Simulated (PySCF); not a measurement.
PySCF job for H8N2Si2, SMILES [SiH3][SiH](N)N, PBE-D3(BJ)/def2-SVP. Geometry optimised at PBE-D3(BJ)/def2-SVP. Other conformers were not sampled.

```python
import numpy as np
from pyscf import gto, scf, dft, df
from pyscf.hessian import thermo

mol = gto.M(
    atom='''
    N    -0.49568419    1.71462885   -0.54037938
    Si   -0.57126813    0.18336223    0.28893057
    N    -1.75418899   -0.78775168   -0.54911413
    Si    1.65336786   -0.62321769    0.26257858
    H    -1.35351376    2.26733577   -0.63056208
    H     0.31482563    2.32174469   -0.39738711
    H    -1.06897764    0.16455333    1.72063571
    H    -2.22654877   -1.53142814   -0.02984174
    H    -1.56808853   -1.07972086   -1.51220644
    H     2.64913309    0.36918251    0.81609243
    H     1.76766778   -1.88420299    1.08299235
    H     2.08521807   -0.95762804   -1.14439662
    ''',
    basis='def2-SVP',
    charge=0,
    spin=0,
    max_memory=1600,
    verbose=3,
)
mf = dft.RKS(mol, xc='pbe').density_fit(auxbasis='def2-universal-jkfit')
mf.disp = 'd3bj'
mf.grids.level = 3
mf.conv_tol = 1e-11
mf.max_cycle = 100
mf.kernel()

# [left out here: the lines that compute and print the analytic Hessian (its translational invariance restored by hand, since the grid's response is missing), thermochemistry and intensities]
```

Program output:

```
[...]
       3  Si                -0.01 -0.07 -0.00    0.03 -0.00 -0.06    0.00 -0.00 -0.02
       4   H                -0.03 -0.01 -0.09    0.06  0.06 -0.09   -0.10 -0.20  0.20
       5   H                -0.02  0.07 -0.09    0.04 -0.07  0.07   -0.07  0.13 -0.14
       6   H                 0.01  0.10  0.01    0.07 -0.01  0.09   -0.64  0.04 -0.20
       7   H                -0.02 -0.03 -0.05   -0.08 -0.00 -0.09    0.26  0.08  0.28
       8   H                -0.08  0.14 -0.05    0.18  0.00  0.02   -0.35 -0.11 -0.05
       9   H                -0.45  0.38  0.01   -0.14  0.00  0.24   -0.08  0.02  0.09
      10   H                 0.53  0.01  0.03   -0.30  0.13  0.21   -0.09  0.05  0.07
      11   H                 0.20  0.18  0.00    0.56 -0.24  0.17    0.09 -0.06  0.03
Mode                                12                  13                  14
Irrep
Freq [cm^-1]                      727.2248            776.0274            813.0746
Reduced mass [au]                   1.1814              3.0774              1.1700
Force const [Dyne/A]                0.3681              1.0919              0.4557
Char temp [K]                    1046.3146           1116.5306           1169.8334
Normal mode                   x     y     z       x     y     z       x     y     z
       0   N                 0.03  0.01  0.04    0.03  0.13 -0.08   -0.07  0.00 -0.00
       1  Si                 0.02 -0.01 -0.01    0.04 -0.02  0.07    0.03 -0.02 -0.00
       2   N                -0.06 -0.05  0.00   -0.08 -0.07 -0.05    0.01  0.02  0.01
       3  Si                 0.01  0.01 -0.01    0.01 -0.00 -0.00    0.04 -0.02 -0.00
       4   H                -0.10 -0.20  0.09   -0.03  0.06  0.01    0.14  0.28 -0.23
       5   H                -0.08  0.18 -0.11   -0.03  0.25 -0.18    0.10 -0.26  0.22
       6   H                -0.08  0.73 -0.04   -0.05 -0.31  0.04   -0.21  0.15 -0.07
       7   H                -0.21 -0.14 -0.26   -0.08 -0.08 -0.06    0.01  0.02  0.01
       8   H                 0.13  0.12 -0.02   -0.10 -0.08 -0.05   -0.00  0.02  0.01
       9   H                -0.03  0.00  0.05   -0.10  0.07  0.04   -0.32  0.27  0.08
      10   H                -0.13  0.01  0.01   -0.12  0.02  0.05   -0.38  0.04  0.12
      11   H                -0.03 -0.05 -0.00   -0.11  0.04 -0.04   -0.34  0.14 -0.14
Mode                                15                  16                  17
Irrep
Freq [cm^-1]                      855.7003            874.6904            900.3105
Reduced mass [au]                   2.8367              1.4035              1.0767
Force const [Dyne/A]                1.2238              0.6327              0.5142
Char temp [K]                    1231.1622           1258.4847           1295.3464
Normal mode                   x     y     z       x     y     z       x     y     z
       0   N                -0.02 -0.09  0.03   -0.06  0.06 -0.02    0.01  0.00 -0.00
       1  Si                 0.05  0.09  0.03    0.05 -0.05  0.03   -0.02 -0.01  0.01
       2   N                -0.06 -0.07 -0.10   -0.01  0.01 -0.02    0.02  0.01 -0.03
       3  Si                -0.01 -0.01 -0.00   -0.04  0.01 -0.01    0.02  0.02 -0.00
       4   H                 0.04 -0.01  0.01    0.12  0.30 -0.22   -0.01 -0.01  0.01
       5   H                 0.04 -0.19  0.13    0.08 -0.16  0.15   -0.01  0.03 -0.04
       6   H                 0.22  0.09  0.08   -0.23  0.27 -0.07    0.29  0.13  0.12
       7   H                -0.00 -0.00  0.06    0.03  0.02  0.04    0.11  0.07  0.14
       8   H                -0.33 -0.18 -0.12   -0.09 -0.05 -0.02   -0.17 -0.08 -0.04
       9   H                 0.03 -0.02 -0.02    0.19 -0.25  0.07   -0.25  0.04  0.42
      10   H                 0.03  0.06  0.10    0.38  0.01 -0.05    0.13 -0.12 -0.23
      11   H                 0.02  0.13 -0.02    0.24 -0.17  0.12   -0.36 -0.53  0.01
Mode                                18                  19                  20
Irrep
Freq [cm^-1]                      903.6852            923.0750           1482.3544
Reduced mass [au]                   1.0441              1.3785              1.1220
Force const [Dyne/A]                0.5024              0.6921              1.4526
Char temp [K]                    1300.2017           1328.0995           2132.7779
Normal mode                   x     y     z       x     y     z       x     y     z
       0   N                -0.01 -0.00 -0.00    0.01  0.05 -0.01    0.00  0.08 -0.02
       1  Si                 0.01  0.01  0.01   -0.04 -0.06  0.02   -0.00 -0.01  0.00
       2   N                -0.01 -0.01 -0.01    0.05  0.03 -0.04    0.02  0.03  0.01
       3  Si                 0.00  0.01  0.03    0.00 -0.01  0.00   -0.00  0.00 -0.00
       4   H                 0.02  0.03 -0.03   -0.01  0.02 -0.02   -0.35 -0.50  0.01
       5   H                 0.01 -0.03  0.03   -0.02  0.10 -0.08    0.38 -0.48  0.10
       6   H                -0.04  0.03 -0.00    0.36  0.37  0.16    0.01 -0.00  0.00
       7   H                 0.01  0.00  0.02    0.21  0.13  0.24   -0.01 -0.13 -0.22
       8   H                -0.06 -0.03 -0.02   -0.23 -0.11 -0.04   -0.15 -0.21  0.05
       9   H                -0.07  0.34 -0.46    0.10  0.02 -0.23   -0.00  0.00  0.00
      10   H                -0.24 -0.37 -0.52   -0.18  0.06  0.14   -0.01 -0.00 -0.00
      11   H                 0.27 -0.22  0.15    0.10  0.31 -0.04   -0.00 -0.00  0.00
Mode                                21                  22                  23
Irrep
Freq [cm^-1]                     1488.1320           2087.5468           2126.4905
Reduced mass [au]                   1.1152              1.0404              1.0265
Force const [Dyne/A]                1.4551              2.6712              2.7349
Char temp [K]                    2141.0907           3003.5150           3059.5464
Normal mode                   x     y     z       x     y     z       x     y     z
       0   N                 0.00 -0.03  0.01   -0.00  0.00 -0.00   -0.00  0.00 -0.00
       1  Si                -0.01  0.00 -0.00   -0.01 -0.00  0.03    0.00 -0.00 -0.00
       2   N                 0.04  0.06  0.04   -0.00 -0.00  0.00   -0.00  0.00 -0.00
       3  Si                 0.00 -0.00  0.00   -0.00  0.00 -0.00   -0.02 -0.01 -0.00
       4   H                 0.15  0.20 -0.00   -0.00 -0.00 -0.00    0.00  0.00 -0.00
       5   H                -0.16  0.21 -0.05   -0.00 -0.00  0.01   -0.00  0.00 -0.00
       6   H                 0.01 -0.00 -0.01    0.31  0.00 -0.92   -0.03  0.00  0.08
       7   H                -0.04 -0.31 -0.53    0.00  0.00  0.01   -0.00 -0.00 -0.00
       8   H                -0.34 -0.50  0.12    0.01  0.01  0.00    0.00 -0.00 -0.00
       9   H                -0.00  0.00 -0.00    0.05  0.06  0.03    0.56  0.57  0.32
      10   H                 0.00 -0.00  0.00    0.00 -0.08  0.05    0.01 -0.24  0.15
      11   H                -0.00  0.00 -0.00   -0.01  0.00  0.01    0.10 -0.09 -0.36
Mode                                24                  25                  26
Irrep
Freq [cm^-1]                     2140.8059           2147.4834           3475.3653
Reduced mass [au]                   1.0452              1.0495              1.0502
Force const [Dyne/A]                2.8224              2.8517              7.4736
Char temp [K]                    3080.1431           3089.7505           5000.2769
Normal mode                   x     y     z       x     y     z       x     y     z
       0   N                -0.00  0.00 -0.00   -0.00 -0.00  0.00   -0.01  0.05 -0.00
       1  Si                 0.00  0.00  0.00    0.00  0.00 -0.00   -0.00 -0.00  0.00
       2   N                -0.00 -0.00 -0.00   -0.00 -0.00  0.00   -0.00 -0.00 -0.00
       3  Si                 0.00  0.03  0.02    0.00  0.02 -0.03    0.00  0.00 -0.00
       4   H                -0.00  0.00 -0.00   -0.00  0.00  0.00    0.65 -0.40  0.08
       5   H                 0.00 -0.00  0.00    0.00 -0.00 -0.00   -0.49 -0.34 -0.07
       6   H                -0.00 -0.00 -0.01   -0.03 -0.00  0.07   -0.00 -0.00  0.00
       7   H                -0.00 -0.00 -0.00   -0.00 -0.00 -0.00    0.01  0.02 -0.01
       8   H                -0.00 -0.00 -0.00    0.00  0.00  0.00   -0.00  0.01  0.02
       9   H                -0.31 -0.30 -0.16   -0.05 -0.04 -0.04    0.00 -0.00  0.00
      10   H                 0.03 -0.32  0.22    0.07 -0.71  0.46   -0.00 -0.00  0.00
      11   H                 0.22 -0.16 -0.72   -0.14  0.11  0.43    0.00 -0.00  0.00
Mode                                27                  28                  29
Irrep
Freq [cm^-1]                     3486.0816           3579.5935           3586.7828
Reduced mass [au]                   1.0500              1.0950              1.0954
Force const [Dyne/A]                7.5179              8.2667              8.3032
Char temp [K]                    5015.6953           5150.2381           5160.5818
Normal mode                   x     y     z       x     y     z       x     y     z
       0   N                -0.00  0.00 -0.00    0.08  0.01  0.01   -0.01 -0.00 -0.00
       1  Si                -0.00 -0.00 -0.00    0.00 -0.00  0.00   -0.00 -0.00  0.00
       2   N                 0.01  0.05  0.03   -0.00 -0.00  0.01   -0.03 -0.02  0.07
       3  Si                 0.00 -0.00 -0.00   -0.00 -0.00  0.00    0.00 -0.00 -0.00
       4   H                 0.02 -0.01  0.00   -0.48  0.32 -0.05    0.03 -0.02  0.00
       5   H                -0.02 -0.01 -0.00   -0.59 -0.45 -0.10    0.05  0.04  0.01
       6   H                 0.00 -0.00 -0.00   -0.00 -0.00  0.00    0.00  0.00 -0.00
       7   H                -0.31 -0.45  0.34    0.02  0.04 -0.03    0.34  0.52 -0.36
       8   H                 0.13 -0.19 -0.69    0.01 -0.01 -0.05    0.11 -0.18 -0.59
       9   H                -0.00  0.00 -0.00    0.00  0.00  0.00    0.00  0.00  0.00
      10   H                -0.00  0.00 -0.00    0.00  0.00 -0.00   -0.00 -0.00  0.00
      11   H                 0.00  0.00  0.00    0.00  0.00 -0.00    0.00  0.00  0.00
temperature 298.1500 [K]
pressure 101325.00 [Pa]
Rotational constants [GHz] 5.73276 2.69902 2.06912
Symmetry number 1
Zero-point energy (ZPE) 0.08307 [Eh]   218089.102 [J/mol]
                           tot       elec      trans        rot        vib
Entropy [J/mol/K]       361.172      0.000    165.174    111.752     84.246
Cv [J/mol/K]            123.407      0.000     12.472     12.472     98.463
Cp [J/mol/K]            131.721      0.000     20.786     12.472     98.463
Internal energy [J/mol]                      3718.434   3718.434 232540.410
Internal energy [Eh]   -692.54448  -692.63588
Enthalpy [J/mol]                             6197.391   3718.434 232540.410
Enthalpy [Eh]          -692.54353
Gibbs free energy [J/mol]                  -43049.160 -29600.529 207422.510
Gibbs free energy [Eh] -692.58455
mode   freq/cm-1   IR/(km/mol)
   1       89.05         0.329
   2      120.02         3.201
   3      171.27         2.852
   4      210.51         0.253
   5      249.72        23.687
   6      348.15        23.207
   7      389.24        42.840
   8      399.56       144.962
   9      428.33       193.530
  10      478.00        22.812
  11      482.26        13.352
  12      721.12        21.121
  13      727.22        38.434
  14      776.03        64.736
  15      813.07       306.739
  16      855.70        31.566
  17      874.69        15.020
  18      900.31         6.614
  19      903.69        38.275
  20      923.08       148.358
  21     1482.35        71.635
  22     1488.13        15.607
  23     2087.55       168.849
  24     2126.49        72.688
  25     2140.81        93.889
  26     2147.48       114.212
  27     3475.37        13.494
  28     3486.08        23.396
  29     3579.59        15.457
  30     3586.78        22.335
max |gradient| / (hartree/bohr): 5.3048691892726974e-05
APT charges: [-0.762   1.3137 -0.7592  0.5531  0.1634  0.1633 -0.3281  0.1592  0.1795
 -0.2394 -0.2191 -0.2245]
```

Self-consistency was reached.

Cost: roughly 70 core-seconds.
